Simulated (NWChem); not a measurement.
System: MoH3Cl3; SMILES [Cl][MoH3]([Cl])[Cl]

Input file for NWChem:

```
start job
memory heap 200 mb stack 900 mb global 1100 mb
geometry units angstroms noautoz
  Mo     0.000000     0.000000    -0.111027
  Cl     0.666107     2.127451     0.290946
  Cl     1.509373    -1.640591     0.290946
  Cl    -2.175480    -0.486859     0.290946
  H     -0.266377    -0.849832    -1.475565
  H      0.869165     0.194227    -1.475565
  H     -0.602788     0.655606    -1.475565
end
basis spherical
  * library def2-svp
end
ecp
  Mo library def2-ecp
end
dft
  xc r2scan
  grid xfine
  iterations 150
  mulliken
end
task dft gradient
```

NWChem printed, in part:

```
             Northwest Computational Chemistry Package (NWChem) 7.3.0
             --------------------------------------------------------

 C3  symmetry detected

                             Geometry "geometry" -> ""
                             -------------------------

 Output coordinates in angstroms (scale by  1.889725989 to convert to a.u.)

  No.       Tag          Charge          X              Y              Z
 ---- ---------------- ---------- -------------- -------------- --------------
    1 Mo                  42.0000    -0.00000000    -0.00000000    -0.17090634
    2 Cl                  17.0000     2.02422110     0.93395641     0.23106666
    3 Cl                  17.0000    -0.20328057    -2.22000510     0.23106666
    4 Cl                  17.0000    -1.82094053     1.28604869     0.23106666
    5 H                    1.0000    -0.80879331    -0.37286092    -1.53544434
    6 H                    1.0000     0.72730369    -0.51400509    -1.53544434
    7 H                    1.0000     0.08148962     0.88686601    -1.53544434

 Effective nuclear repulsion energy (a.u.)     689.2346289660

      Symmetry information
      --------------------

 Group name             C3
 Group number              5
 Group order               3
 No. of unique centers     3

                                 NWChem DFT Module
                                 -----------------

 Summary of "ao basis" -> "ao basis" (spherical)
 ------------------------------------------------------------------------------
       Tag                 Description            Shells   Functions and Types
 ---------------- ------------------------------  ------  ---------------------
 Mo                         def2-svp                11       31   5s3p2d1f
 Cl                         def2-svp                 8       18   4s3p1d
 H                          def2-svp                 3        5   2s1p

      Symmetry analysis of basis
      --------------------------

        a          36
        e+         32
        e-         32

  Rotation of axis

            General Information
            -------------------
          SCF calculation type: DFT
          Wavefunction type:  closed shell.
          No. of atoms     :     7
          No. of electrons :    68
           Alpha electrons :    34
            Beta electrons :    34
          Charge           :     0
          Spin multiplicity:     1
          Use of symmetry is: on ; symmetry adaption is: on
          Maximum number of iterations: 150
          AO basis - number of functions:   100
                     number of shells:    44
          Convergence on energy requested:  1.00D-06
          Convergence on density requested:  1.00D-05
          Convergence on gradient requested:  5.00D-04

              XC Information
              --------------
                      r^2SCAN Method XC Functional
               r^2SCAN metaGGA Exchange Functional  1.000
                     r^2SCAN Correlation Potential  1.000

             Grid Information
             ----------------
          Grid used for XC integration:  xfine
          Radial quadrature: Mura-Knowles
          Angular quadrature: Lebedev.
          Tag              B.-S. Rad. Rad. Pts. Rad. Cut. Ang. Pts.
          ---              ---------- --------- --------- ---------
          Mo                  1.45      205          10.0      1454
          Cl                  1.00      125          11.0      1454
          H                   0.35      100          10.0      1202
          Grid pruning is: on
          Number of quadrature shells:   430
          Spatial weights used:  Erf1

      Superposition of Atomic Density Guess
      -------------------------------------

 Sum of atomic energies:       -1456.76038256

      Non-variational initial energy
      ------------------------------

 Total energy =   -1447.299660
 1-e energy   =   -2675.710391
 2-e energy   =     900.046768
 HOMO         =      -0.297049
 LUMO         =      -0.086083

      Symmetry analysis of molecular orbitals - initial
      -------------------------------------------------

  Numbering of irreducible representations:

     1 a           2 e+          3 e-

  Orbital symmetries:

     1 a           2 e+          3 e+          4 a           5 e+
     6 e+          7 a           8 e+          9 e+         10 a
    11 e+         12 e+         13 e+         14 e+         15 a
    16 a          17 a          18 e+         19 e+         20 a
    21 e+         22 e+         23 a          24 e+         25 e+
    26 a          27 e+         28 e+         29 e+         30 e+
    31 a          32 a          33 e+         34 e+         35 e+
    36 e+         37 a          38 a          39 e+         40 e+
    41 a          42 e+         43 e+         44 a

     ---------------------------------------------
      Total Density - Mulliken Population Analysis
     ---------------------------------------------

[...]

                         DFT ENERGY GRADIENTS

    atom               coordinates                        gradient
                 x          y          z           x          y          z
   1 Mo     -0.000000  -0.000000  -0.322966    0.000000  -0.000000   0.001252
   2 Cl      3.825223   1.764922   0.436653   -0.002232  -0.001028  -0.001370
   3 Cl     -0.384145  -4.195201   0.436653    0.000225   0.002447  -0.001370
   4 Cl     -3.441079   2.430280   0.436653    0.002007  -0.001419  -0.001370
   5 H      -1.528398  -0.704605  -2.901569    0.002771   0.001281   0.000953
   6 H       1.374405  -0.971329  -2.901569   -0.002495   0.001759   0.000953
   7 H       0.153993   1.675934  -2.901569   -0.000276  -0.003040   0.000953
```

Level: r2SCAN/def2-SVP with def2 effective core potentials on Mo. Geometry: optimised at PBE0/def2-SVP. def2 effective core potentials on Mo; no spin-orbit coupling.
